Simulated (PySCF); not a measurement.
Compound: C5H9BO2.
SMILES with atom numbers: `[OH:1][B:2]([OH:3])[C@@:4]12[CH2:5][CH2:6][C@@H:7]1[CH2:8]2` (hydrogens: H9 on O1; H10 on O3; H11, H12 on C5; H13, H14 on C6; H15 on C7; H16, H17 on C8)

Method: PBE0-D3(BJ)/def2-SVP geometry optimisation, gas phase (PySCF 2.14.0); density fitting, grid level 1; the optimiser is geomeTRIC in internal coordinates, started from a GFN2-xTB structure with every atom displaced at random (about 0.01 Å).

Step 0: E = -10085.1261 eV
```
atom  x, y, z in Å  |  force x, y, z in eV/Å
O1      2.3138    1.1604   -0.3761   -0.094   0.127  -0.527
B2      1.4913    0.5071    0.4931    0.665   0.323  -0.242
O3      1.7665    0.3889    1.8097    0.756   0.249   1.234
C4      0.2193   -0.1376   -0.0383   -1.496  -1.038  -0.106
C5     -0.8595   -0.8951    0.7944    0.512   1.007   0.445
C6     -1.9911   -0.2195   -0.0077    0.253   0.043  -0.068
C7     -0.9341    0.4759   -0.8588   -0.172  -0.736   0.143
C8     -0.0243   -0.5159   -1.4852   -0.507   0.379   0.964
H9      3.0803    1.5954   -0.0057    0.153   0.057   0.163
H10     2.5930    0.8019    2.1340   -0.791  -0.376  -0.424
H11    -0.8108   -1.9776    0.7477    0.065  -0.604  -0.054
H12    -0.8340   -0.5912    1.8570   -0.065  -0.084  -0.190
H13    -2.6175    0.4689    0.5775    0.136   0.031   0.097
H14    -2.6655   -0.8987   -0.5413   -0.143  -0.106  -0.221
H15    -1.0265    1.4781   -1.2216    0.089   0.868  -0.323
H16     0.6891   -0.1310   -2.1727    0.741   0.419  -0.782
H17    -0.4084   -1.5008   -1.7090   -0.102  -0.558  -0.108
```

Step 1: E = -10085.2049 eV
```
atom  x, y, z in Å  |  force x, y, z in eV/Å
O1      2.2733    1.1553   -0.4005    0.196   0.198   0.011
B2      1.5155    0.4457    0.4874   -0.294  -0.042   0.177
O3      1.8038    0.3665    1.8287   -0.317  -0.005  -0.286
C4      0.2165   -0.2328   -0.0350    0.273  -0.141   0.104
C5     -0.8593   -0.9427    0.7953    0.019  -0.070  -0.030
C6     -1.9677   -0.1980    0.0096   -0.045  -0.006  -0.003
C7     -0.8974    0.4728   -0.8382   -0.086   0.165  -0.105
C8     -0.0294   -0.5336   -1.4906    0.068   0.030  -0.134
H9      3.0391    1.6045   -0.0224   -0.145  -0.128  -0.090
H10     2.4370    1.0250    2.1127    0.321   0.042   0.166
H11    -0.8605   -2.0458    0.7233    0.016   0.088  -0.002
H12    -0.8289   -0.6677    1.8574    0.010   0.018   0.029
H13    -2.5268    0.5088    0.6399    0.029  -0.001  -0.003
H14    -2.6956   -0.8139   -0.5450   -0.010  -0.008   0.002
H15    -0.9120    1.5170   -1.1728    0.024  -0.085   0.054
H16     0.7200   -0.1407   -2.1888   -0.084  -0.051   0.117
H17    -0.4458   -1.5113   -1.7640    0.026  -0.003  -0.006
```

Problem. Estimate the geometry and energy of step 2. (The exact step hangs on the optimiser's Hessian estimate; all steps are aligned on step 1, rigid shifts and turns removed.)

Solution. E = -10085.2284 eV, largest force 0.208 eV/Å
```
atom  x, y, z in Å  |  force x, y, z in eV/Å
O1      2.2588    1.1717   -0.4019    0.025   0.086   0.018
B2      1.4923    0.4759    0.4929   -0.001  -0.121   0.077
O3      1.7838    0.3773    1.8299   -0.051   0.165  -0.116
C4      0.2110   -0.2192   -0.0331    0.074  -0.036   0.048
C5     -0.8593   -0.9316    0.7986   -0.023   0.012   0.003
C6     -1.9737   -0.2042    0.0034   -0.012  -0.021  -0.007
C7     -0.9076    0.4710   -0.8477   -0.055  -0.002  -0.062
C8     -0.0237   -0.5303   -1.4890   -0.011   0.021   0.004
H9      3.0387    1.5956   -0.0335   -0.008   0.000  -0.005
H10     2.5012    0.9476    2.1239    0.024  -0.112   0.001
H11    -0.8470   -2.0326    0.7366    0.003   0.004  -0.003
H12    -0.8328   -0.6452    1.8589   -0.003   0.000  -0.004
H13    -2.5375    0.5035    0.6277    0.011   0.005   0.001
H14    -2.6963   -0.8315   -0.5460   -0.004   0.000   0.005
H15    -0.9287    1.5114   -1.1850    0.017  -0.001   0.021
H16     0.7263   -0.1346   -2.1787    0.002   0.004   0.017
H17    -0.4237   -1.5155   -1.7599    0.012  -0.003   0.003
```

The energy changes by -0.0234 eV. The first-order estimate −F·Δx gives -0.0344 eV and the mean of the old and new forces, exact on a quadratic surface, -0.0229 eV. The step makes an angle of 72° with the force vector and moves no atom by more than 0.101 Å.

The cost below is that of the whole optimisation. Time: 93 s of wall time; peak memory 0.65 GiB. Hardware: one thread of an Arm Neoverse V2, shared host.
